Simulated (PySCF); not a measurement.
Si(F)(Me)(SH)2 (CH₅FS₂Si), SMILES C[Si](F)(S)S. Geometry: PBE-D3(BJ)/def2-SVP. This is a generated structure with no PubChem entry under its InChIKey; it may be hypothetical. The values are those of a single conformer.

All values below come from PySCF 2.14.0 with PBE-D3(BJ)/def2-SVP.

Harmonic wavenumbers (cm⁻¹): 120, 136, 158, 165, 204, 235, 245, 271, 434, 536, 657, 702, 729, 765, 796, 889, 1220, 1374, 1375, 2619, 2620, 2982, 3085, 3092. Rotational constants (GHz): 2.582, 1.792, 1.517; symmetry number 1.

Work out the zero-point energy and the ideal-gas rigid-rotor harmonic-oscillator thermochemistry at 298.15 K and 1 atm.

ZPE = ½ Σ hcν = ½ × 25412 cm⁻¹ = 36.33 kcal/mol. H − E(el) = 42.28 kcal/mol. Entropy in cal/(mol K): translation 40.46, rotation 28.22, vibration 21.33, total 90.01. G − E(el) = 15.44 kcal/mol. Cp = 30.08 cal/(mol K). Modes under 150 cm⁻¹ make the vibrational entropy uncertain.
